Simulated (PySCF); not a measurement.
CH₅ClGeO.
Atom-mapped SMILES: `[CH3:1][O:2][GeH2:3][Cl:4]` (hydrogens: H5, H6, H7 on C1; H8, H9 on Ge3)

Level of theory: MP2 and CCSD/aug-cc-pVDZ in PySCF, restricted Hartree–Fock reference, frozen core, non-relativistic, gas phase, PBE0-D3(BJ)/def2-SVP geometry.

E(HF) = -2650.54637 Eh.

How large is the problem?

154 basis functions and 68 electrons; 16 orbitals frozen, which leaves o = 18 correlated occupied and v = 120 virtual orbitals. That is o·v = 2160 singles and o·v(o·v + 1)/2 = 2333880 distinct closed-shell doubles amplitudes before symmetry; the costliest CCSD step grows as o²v⁴ = 6.7 × 10^10.

What are the MP2 and CCSD correlation energies?

MP2 -0.6216 Eh and CCSD -0.6663 Eh, which gives totals of -2651.16796 and -2651.21263 Eh. That is 0.504 eV for each correlated electron at CCSD (1749 kJ/mol in all, 0.025 % of the total energy); MP2 gives 93.3 % of the CCSD value.

What is the T1 diagnostic?

0.0104, below the customary warning level of 0.02. It is the norm of the spatial-orbital singles amplitudes over the root of the number of correlated electrons, so the norm is 0.062.

How does correlation change the dipole moment?

HF gives 3.05 D and CCSD (unrelaxed density) 2.75 D, a change of -0.30 D.

Connected triples and the basis-set limit are missing.

The values belong to the conformer `[CH3:1][O:2][GeH2:3][Cl:4]`: C1–O2–Ge3–Cl4 179°.
